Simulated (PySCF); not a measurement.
## CH9NO3Si4

CH9NO3Si4 is a molecule, neutral, singlet. The structure, one conformer, was relaxed in the gas phase by PBE0-D3(BJ)/def2-SVP. No frequency run checks that it is a minimum.

SMILES: N#C[Si](O[SiH3])(O[SiH3])O[SiH3]

| atom | x (Å) | y (Å) | z (Å) |
| --- | --- | --- | --- |
| Si1 | -1.687 | -2.022 | -0.781 |
| O2 | -0.969 | -1.261 | 0.513 |
| Si3 | 0.074 | -0.162 | 1.105 |
| O4 | 1.554 | -0.333 | 0.452 |
| Si5 | 2.590 | -0.278 | -0.849 |
| O6 | -0.491 | 1.352 | 0.923 |
| Si7 | -1.041 | 2.573 | -0.065 |
| C8 | 0.235 | -0.472 | 2.916 |
| N9 | 0.338 | -0.668 | 4.053 |
| H10 | -2.858 | -2.790 | -0.281 |
| H11 | -2.133 | -0.996 | -1.771 |
| H12 | -0.705 | -2.939 | -1.427 |
| H13 | 3.805 | -1.068 | -0.516 |
| H14 | 1.911 | -0.864 | -2.044 |
| H15 | 2.956 | 1.139 | -1.133 |
| H16 | -2.432 | 2.268 | -0.508 |
| H17 | -1.013 | 3.846 | 0.703 |
| H18 | -0.153 | 2.678 | -1.262 |

Shieldings: GIAO PBE0/pcSseg-1. Shifts are against computed references at the same level: C TMS (σ 184.4 ppm), H TMS (σ 31.27 ppm), Si TMS (σ 352.0 ppm). Core levels by delta-SCF with SCAN, pcX-2 on the ionised atom and pcseg-1 elsewhere, spin-free X2C (2p3/2 is the spin-free 2p value less a third of a first-order spin-orbit splitting); from the vacuum level, for chosen atoms.

Problem. Give the NMR and core-level values of the distinct atoms.

Solution. 
```tsv
atoms	bonded to	σ (ppm)	δ (ppm)	core level (eV)
Si1	1 O + 3 H	388.0	-36.0	-
O2	2 Si	279.3	-	1s 538.46
Si3	1 C + 3 O	456.8	-104.8	2p3/2 109.13
O4	2 Si	279.6	-	1s 538.46
Si5	1 O + 3 H	388.1	-36.1	-
O6	2 Si	278.7	-	1s 538.45
Si7	1 O + 3 H	388.4	-36.4	-
C8	1 N + 1 Si	60.5	123.9	1s 291.79
N9	1 C	-89.5	-	-
H10 H11 H12	1 Si	26.12	5.15	-
H13 H14 H15	1 Si	26.11	5.16	-
H16 H17 H18	1 Si	26.12	5.15	-
```

Values are those of this one static structure, with the three H of a rotating XH3 group averaged; atoms that internal rotation interchanges would show their mean in an NMR spectrum.

The core-hole state of C8 is spin-contaminated (⟨S²⟩ 0.83 against 0.75 for a pure doublet), so that value and differences from it are less sure.

Problem. By CAM-B3LYP/def2-SVPD (TDDFT singlets, Tamm-Dancoff triplets, ionisation by delta-SCF), where does absorption start, and what does vertical ionisation take?

Solution. The first singlet with intensity lies at 7.73 eV (f 0.003); what lies below it is dark. The lowest singlet lies at 7.10 eV (f 0.000), the strongest of the first 6 at 7.74 eV (f 0.003), the lowest triplet at 5.81 eV; vertical ionisation takes 11.16 eV.

The 3 runs behind this took 11 min in all, one thread each of Arm Neoverse V1 on a shared host, launched as `OMP_NUM_THREADS=1 python cluster_run.py task.json out`.
